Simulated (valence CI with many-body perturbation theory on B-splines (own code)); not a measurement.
The numbers below are computed, except where a source is named.
# Sm³⁸⁺: what each term of the Hamiltonian does

Method: configuration interaction combined with many-body perturbation theory (CI+MBPT): six valence electrons over a frozen Dirac-Fock core [Ar], a basis of 7 s, 7 p, 8 d, 6 f, 4 g, 1 h functions for each j, with the one-electron correlation potential Σ1 (screened to all orders), the two-electron term Σ2, the three-electron term Σ3, Breit, model QED; selected single and double excitations, second order for the rest, scaled by the run's own slope (own B-spline code, finite nucleus).

No measured spectrum was set against this ion. As an estimate, large intervals hold to a few tenths of a per cent, small ones and those within an open d or f shell to about a per cent. Core correlation moves these levels by up to 8300 cm⁻¹, and in measured spectra 5 to 20 % of such shifts remained as error; rates that hang on mixing are uncertain with them. Among the levels kept, up to 1000 cm⁻¹ of a level comes from second order outside the variational space, and about a tenth of that is noise between levels of different J, which matters for small intervals. Only levels of the ground parity were solved; by the run's estimate the other parity begins above the list, which can be wrong where configurations are misplaced.

Each rung adds one term. CI alone is the Dirac-Coulomb CI over the frozen core; QED comes last and gives the full result, which names the levels. Energies are above (3d3/2^4 3d5/2^2) J=4 on the same rung, in eV.

Levels are named by their leading jj configuration (3d3/2^4 stands for four electrons in 3d with j = 3/2), which in mixed levels can hold well under half, so a name can repeat and another be missing. Letters in brackets count levels of one name in rising energy.

| Level | CI alone |
| --- | --- |
| (3d3/2^4 3d5/2^2) J=2 | 5.872 |
| (3d3/2^4 3d5/2^2) J=0 | 16.750 |
| (3d3/2^3 3d5/2^3) J=3 [a] | 23.435 |
| (3d3/2^3 3d5/2^3) J=4 [a] | 26.461 |
| (3d3/2^3 3d5/2^3) J=1 [a] | 26.955 |
| (3d3/2^3 3d5/2^3) J=5 | 33.141 |
| (3d3/2^3 3d5/2^3) J=6 | 33.519 |
| (3d3/2^3 3d5/2^3) J=2 [a] | 37.850 |
| (3d3/2^3 3d5/2^3) J=3 [b] | 38.630 |
| (3d3/2^3 3d5/2^3) J=2 [b] | 47.155 |
| (3d3/2^3 3d5/2^3) J=0 | 47.887 |
| (3d3/2^3 3d5/2^3) J=4 [b] | 48.475 |
| (3d3/2^3 3d5/2^3) J=1 [b] | 48.533 |
| (3d3/2^3 3d5/2^3) J=3 [c] | 51.929 |
| (3d3/2^2 3d5/2^4) J=2 [a] | 53.710 |
| (3d3/2^2 3d5/2^4) J=0 [a] | 55.730 |

Q: What do these energies become with core correlation, Breit and QED?

A: (3d3/2^4 3d5/2^2) J=2 5.728 (-0.1435); (3d3/2^4 3d5/2^2) J=0 16.937 (+0.1870); (3d3/2^3 3d5/2^3) J=3 [a] 23.660 (+0.2248); (3d3/2^3 3d5/2^3) J=4 [a] 26.470 (+0.0084); (3d3/2^3 3d5/2^3) J=1 [a] 27.243 (+0.2878); (3d3/2^3 3d5/2^3) J=5 32.506 (-0.6353); (3d3/2^3 3d5/2^3) J=6 32.554 (-0.9642); (3d3/2^3 3d5/2^3) J=2 [a] 37.202 (-0.6477); (3d3/2^3 3d5/2^3) J=3 [b] 38.085 (-0.5454); (3d3/2^3 3d5/2^3) J=2 [b] 46.818 (-0.3374); (3d3/2^3 3d5/2^3) J=0 47.011 (-0.8762); (3d3/2^3 3d5/2^3) J=4 [b] 47.724 (-0.7511); (3d3/2^3 3d5/2^3) J=1 [b] 48.270 (-0.2628); (3d3/2^3 3d5/2^3) J=3 [c] 51.171 (-0.7576); (3d3/2^2 3d5/2^4) J=2 [a] 53.518 (-0.1918); (3d3/2^2 3d5/2^4) J=0 [a] 56.002 (+0.2715).

Q: How does the ionisation energy move along the ladder, and which term matters most?

A: CI alone 2767.3, + Σ1 2769.6, + Σ2 2782.0, + Σ3 2782.3, + Breit 2781.4, + QED 2781.4 eV. The largest step is Σ2, 12.4 eV. NIST lists 2782 ± 4 eV (theoretical).
